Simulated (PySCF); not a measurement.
CH₅FO₂Si₂, SMILES [Si@@H]1(OC[SiH2]O1)F. Coordinates come from a B3LYP-D3(BJ)/def2-SVP optimisation. The structure was generated by enumeration; whether it is a known compound was not checked. One conformer was computed; it need not be the lowest.

**Question.** Give the equilibrium geometry at B3LYP-D3(BJ)/def2-SVP (PySCF confirms it by a frequency run) as a Z-matrix. (An estimate is asked for; the answer gives what the named calculation found.)

**Answer.** This is not unique; one that fits is 
```
C
H 1 1.1025
H 1 1.1042 2 107.08
O 1 1.4383 2 108.65 3 118.25
Si 4 1.6583 1 117.64 2 134.52
F 5 1.6167 4 110.76 1 104.30
O 5 1.6601 6 109.50 4 112.27
Si 7 1.6876 5 114.33 6 -111.34
H 5 1.4679 6 107.17 7 124.45
H 8 1.4866 7 111.18 5 118.80
H 8 1.4876 10 109.82 7 -122.55
```
